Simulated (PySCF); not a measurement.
# Unknown compound

An unknown has the formula C$_{5}$H$_{4}$F$_{3}$NO$_{2}$. Its calculated NMR data are:

1H NMR (600 MHz, computed): δ 6.49 (m, 1H), 4.22 (s, 3H).

13C{1H} NMR (computed): δ 177.7 (C), 169.1 (C), 127.7 (C), 106.2 (CH), 58.5 (CH3).

PySCF 2.14.0 with density-fitted response routines calculation with shielding tensors at PBE0/pcSseg-1 (GIAO) and geometry from GFN2-xTB; averaged over atoms made equivalent by symmetry, fast rotation or ring inversion, relativity neglected, no solvent model, a single conformation.

δ = σ(ref) − σ, references computed at the same level: 1H (σ = 31.72 ppm), 13C (σ = 186.93 ppm) against TMS.

Choose the structure that fits.
A. CC(=O)[C@H](C#N)OC(F)(F)F
B. COc1cc(C(F)(F)F)on1
C. CO[C@@]1(C#N)O[C@H]1C(F)(F)F

Results:

B. 

Rings plus π bonds: 3 (1 ring in the answer). 5 carbon signals for 5 carbons: no two carbons are equivalent. Carbon types of the structure: 3 × C, 1 × CH, 1 × CH3, which accounts for all hydrogens. δC 177.7: aromatic carbon bearing oxygen; σ withdrawal by the attached heteroatom moves it downfield of the ring CH carbons. δC 169.1: substituted aromatic carbon next to the ring oxygen. δC 127.7: CF3 carbon; 3 electronegative neighbours deshield it. δC 106.2: aromatic CH; it is ortho or para to a lone-pair donor and shielded by resonance. δC 58.5: methyl carbon bonded to O; deshielded by the electronegative neighbour.

The others: CC(=O)[C@H](C#N)OC(F)(F)F has carbons computed at 202.3, 130.3, 116.5, 73.1, 27.8; CO[C@@]1(C#N)O[C@H]1C(F)(F)F has carbons computed at 130.7, 117.6, 69.9, 61.6, 56.8.

Splittings by 19F in the carbon and heteronuclear signals aren't shown, as no couplings were computed. Shifts are as computed. Against solution values, carbons near 30 ppm lie about +3 ppm off and those near 130 ppm about +5 ppm. Of 1211 compounds with measured shifts, 218 miss one by over three times the rms of a fit or turn the order of signals round; such compounds aren't used in these exercises. Multiplicities follow the n + 1 count of equivalent neighbours, as no J values were calculated; m marks all less simple cases, F and P coupling included.
